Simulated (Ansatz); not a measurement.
Problem. Name a neutral molecule of F, Se, Si and H with HOMO–LUMO gap (ωB97M-V/def2-TZVPP) between 10.80 and 11.10 eV and HOMO–LUMO gap (PBE0/def2-TZVPP) between 6.75 and 7.05 eV (Ansatz, PBE0-D4/def2-TZVP geometry).

Solution. `F[Si](F)([SeH])[SeH]` (10.91 eV, 6.83 eV). Other molecules can fit too; these were computed, each in one conformer that needn't be the lowest.
